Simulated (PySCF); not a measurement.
## Au2O(H2O)2: from a saddle point downhill

PySCF 2.14.0, RKS B3LYP, Au def2-SVP with ECP60, O def2-SVP, H def2-SVP; non-relativistic Hamiltonian with scalar-relativistic core potentials where named; density fitting; no spin-orbit coupling. Relaxed within the symmetry of its start, the geometry (D2h) is

```xyz
9

Au    0.0000    0.0000    1.9210
Au    0.0000    0.0000   -1.9210
O     0.0000    0.0000    0.0000
O     0.0000    0.0000    4.0666
H     0.7906    0.0000    4.6191
H    -0.7906    0.0000    4.6191
O     0.0000    0.0000   -4.0666
H     0.7906    0.0000   -4.6191
H    -0.7906    0.0000   -4.6191
```

and its lowest harmonic modes are -450, -448, -223, -214, -36, 91 cm⁻¹ (negative: unstable). It was moved along the lowest mode and relaxed again, within the group C2h that the move left.

Task: Where does it end, and how much lower?

Result: In C2h, 0.166 eV lower, after 8 steps:
```xyz
9

Au    0.0000    0.0667    1.9184
Au    0.0000   -0.0667   -1.9184
O     0.0000    0.0000    0.0000
O     0.0000    0.1573    4.0793
H     0.7737   -0.3060    4.4348
H    -0.7737   -0.3060    4.4348
O     0.0000   -0.1573   -4.0793
H     0.7737    0.3060   -4.4348
H    -0.7737    0.3060   -4.4348
```

Task: How do the contacts change?

Result: 
```csv
contact,saddle (Å),end (Å)
Au1–O3 (O),1.921,1.920
Au1–O4 (H2O),2.146,2.163
Au2–O7 (H2O),2.146,2.163
```


Task: Is the end a minimum?

Result: No, 2 of the modes stay unstable (below −25 cm⁻¹); lowest modes -236, -221, 23, 91, 96, 114 cm⁻¹.

State: singlet.
